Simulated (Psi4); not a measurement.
C$_{3}$H$_{9}$ClGe, charge -1, doublet, at a GFN2-xTB geometry (a state made from the parent by changing its charge; the spin is typed, not shown lowest) (a gas-phase anion, which may not be bound at this level); Psi4 with PBE/STO-3G.

Input for Psi4:
```
memory 2 GB

molecule {
-1 2
C    -0.96925094    1.64446972   -1.61722495
Ge   -0.14528057    0.32384413   -0.16067154
C     1.43507383   -0.35473255   -1.26856155
C    -1.44305596   -1.23333830   -0.43702018
Cl    0.80727249   -0.60480347    2.15509564
H    -1.07320950    1.10152280   -2.55072330
H    -1.94750321    2.00589484   -1.31318889
H    -0.32297419    2.50181430   -1.78254337
H     1.92826762   -1.17571004   -0.75874842
H     1.07953483   -0.70629199   -2.23537789
H     2.17100011    0.42823066   -1.43890885
H    -1.48664574   -1.48966911   -1.49396403
H    -2.44791304   -0.98178347   -0.10442512
H    -1.11181246   -2.10375431    0.11958318
}

set {
  basis sto-3g
  reference uks
}

energy('pbe')
print_variables()
```

**Question.** What does Psi4 print? Leave out banner, timings and long lists.

**Answer.** 
```
   => Loading Basis Set <=

    Name: STO-3G
    Role: ORBITAL
    Keyword: BASIS

         ---------------------------------------------------------
                                   SCF
               by Justin Turney, Rob Parrish, Andy Simmonett
                          and Daniel G. A. Smith
                              UKS Reference
         ---------------------------------------------------------

  ==> Geometry <==

    Molecular point group: c1
    Full point group: C1

    Geometry (in Angstrom), charge = -1, multiplicity = 2:

       Center              X                  Y                   Z               Mass
    ------------   -----------------  -----------------  -----------------  -----------------
         C           -0.985663604709     1.624702230786    -1.694918741761    12.000000000000
         GE          -0.161693234709     0.304076640786    -0.238365331761    73.921177761000
         C            1.418661165291    -0.374500039214    -1.346255341761    12.000000000000
         C           -1.459468624709    -1.253105789214    -0.514713971761    12.000000000000
         CL           0.790859825291    -0.624570959214     2.077401848239    34.968852682000
         H           -1.089622164709     1.081755310786    -2.628417091761     1.007825032230
         H           -1.963915874709     1.986127350786    -1.390882681761     1.007825032230
         H           -0.339386854709     2.482046810786    -1.860237161761     1.007825032230
         H            1.911854955291    -1.195477529214    -0.836442211761     1.007825032230
         H            1.063122165291    -0.726059479214    -2.313071681761     1.007825032230
         H            2.154587445291     0.408463170786    -1.516602641761     1.007825032230
         H           -1.503058404709    -1.509436599214    -1.571657821761     1.007825032230
         H           -2.464325704709    -1.001550959214    -0.182118911761     1.007825032230
         H           -1.128225124709    -2.123521799214     0.041889388239     1.007825032230

  Running in c1 symmetry.

  Rotational constants: A =      0.11781  B =      0.04691  C =      0.04431 [cm^-1]
  Rotational constants: A =   3531.83408  B =   1406.33046  C =   1328.43926 [MHz]
  Nuclear repulsion =  441.166005845680672

  Charge       = -1
  Multiplicity = 2
  Electrons    = 77
  Nalpha       = 39
  Nbeta        = 38

  ==> Algorithm <==

  SCF Algorithm Type is DF.
  DIIS enabled.
  MOM disabled.
  Fractional occupation disabled.
  Guess Type is SAD.
  Energy threshold   = 1.00e-06
  Density threshold  = 1.00e-06
  Integral threshold = 1.00e-12

  ==> Primary Basis <==

  Basis Set: STO-3G
    Blend: STO-3G
    Number of shells: 31
    Number of basis functions: 51
    Number of Cartesian functions: 52
    Spherical Harmonics?: true
    Max angular momentum: 2

  ==> DFT Potential <==

   => LibXC <=

    Version 7.1.2
    S. Lehtola, C. Steigemann, M. J. T. Oliveira, and M. A. L. Marques,  SoftwareX 7, 1–5 (2018) (10.1016/j.softx.2017.11.002)

   => Composite Functional: PBE <=

    PBE GGA Exchange-Correlation Functional

    J.P. Perdew et. al., Phys. Rev. Lett., 77(18), 3865-3868, 1996

    Deriv               =              1
    GGA                 =           TRUE
    Meta                =          FALSE

    Exchange Hybrid     =          FALSE
    MP2 Hybrid          =          FALSE

   => Exchange Functionals <=

    1.0000     XC_GGA_X_PBE

   => Correlation Functionals <=

    1.0000     XC_GGA_C_PBE

   => LibXC Density Thresholds  <==

    XC_GGA_C_PBE:  1.00E-12
    XC_GGA_X_PBE:  1.00E-15

   => Molecular Quadrature <=

    Radial Scheme          =       TREUTLER
    Pruning Scheme         =           NONE
    Nuclear Scheme         =       TREUTLER

    Blocking Scheme        =         OCTREE
    BS radius alpha        =              1
    Pruning alpha          =              1
    Radial Points          =             75
    Spherical Points       =            302
[...]

   -------------------------
    Irrep   Nso     Nmo
   -------------------------
     A         51      51
   -------------------------
    Total      51      51
   -------------------------

  ==> Iterations <==

                           Total Energy        Delta E     RMS |[F,P]|

   @DF-UKS iter SAD: -2622.00180579405014   -2.62200e+03   0.00000e+00
   @DF-UKS iter   1: -2625.11114137560708   -3.10934e+00   1.52551e-02 DIIS/ADIIS
   @DF-UKS iter   2: -2559.90928593655735    6.52019e+01   1.08501e-01 ADIIS
   @DF-UKS iter   3: -2624.02274760446244   -6.41135e+01   3.37406e-02 DIIS/ADIIS
   @DF-UKS iter   4: -2625.70032705136555   -1.67758e+00   3.88418e-03 DIIS/ADIIS
   @DF-UKS iter   5: -2625.71671309553631   -1.63860e-02   3.35265e-03 DIIS/ADIIS
   @DF-UKS iter   6: -2625.73842770621604   -2.17146e-02   6.89823e-04 DIIS/ADIIS
   @DF-UKS iter   7: -2625.73962159452685   -1.19389e-03   3.25961e-04 DIIS/ADIIS
   @DF-UKS iter   8: -2625.73986569831732   -2.44104e-04   1.64862e-04 DIIS/ADIIS
   @DF-UKS iter   9: -2625.73994605378448   -8.03555e-05   2.17530e-05 DIIS
   @DF-UKS iter  10: -2625.73994825857380   -2.20479e-06   1.88112e-06 DIIS
   @DF-UKS iter  11: -2625.73994827226534   -1.36915e-08   6.49717e-07 DIIS
  Energy and wave function converged.

  ==> Post-Iterations <==

   Electrons on quadrature grid:
      Nalpha   =   38.9999588181 ; deviation = -4.118e-05
      Nbeta    =   37.9999588458 ; deviation = -4.115e-05
      Ntotal   =   76.9999176638 ; deviation = -8.234e-05

   @Spin Contamination Metric:   7.841754999E-04
   @S^2 Expected:                7.500000000E-01
   @S^2 Observed:                7.507841755E-01
   @S   Expected:                5.000000000E-01
   @S   Observed:                5.000000000E-01

    Orbital Energies [Eh]
    ---------------------

    Alpha Occupied:

[...]
    Alpha Virtual:

[...]
    Beta Occupied:

[...]
    Beta Virtual:

[...]
      51A      0.636180

    Final Occupation by Irrep:
              A
    DOCC [    38 ]
    SOCC [     1 ]
    NA   [    39 ]
    NB   [    38 ]

  @DF-UKS Final Energy: -2625.73994827226534

   => Energetics <=

    Nuclear Repulsion Energy =            441.1660058456806723
    One-Electron Energy =               -4565.1038947449087573
    Two-Electron Energy =                1625.4804868775313480
    DFT Exchange-Correlation Energy =    -127.2825462505688279
    Empirical Dispersion Energy =           0.0000000000000000
    VV10 Nonlocal Energy =                  0.0000000000000000
    Total Energy =                      -2625.7399482722653374

  UHF NO Occupations:
  HONO-2 :   37  A 1.9998629
  HONO-1 :   38  A 1.9998426
  HONO-0 :   39  A 1.0000000
  LUNO+0 :   40  A 0.0001574
  LUNO+1 :   41  A 0.0001371
  LUNO+2 :   42  A 0.0000714
  LUNO+3 :   43  A 0.0000115

Computation Completed

Properties will be evaluated at   0.000000,   0.000000,   0.000000 [a0]

Properties computed using the SCF density matrix

 Multipole Moments:

 ------------------------------------------------------------------------------------
     Multipole            Electronic (a.u.)      Nuclear  (a.u.)        Total (a.u.)
 ------------------------------------------------------------------------------------

 L = 1.  Multiply by 2.5417464519 to convert [e a0] to [Debye]
 Dipole X            :          1.8329808           -2.3571734           -0.5241926
 Dipole Y            :          3.1934269           -2.8389906            0.3544364
 Dipole Z            :          9.7184819          -11.1583194           -1.4398375
 Magnitude           :                                                    1.5727476

 ------------------------------------------------------------------------------------

  Variable Map:
  ----------------------------------------------------------------------------
[...]
  Array Variable Map:
  ----------------------------------------------------------------------------
[...]
[...]
```
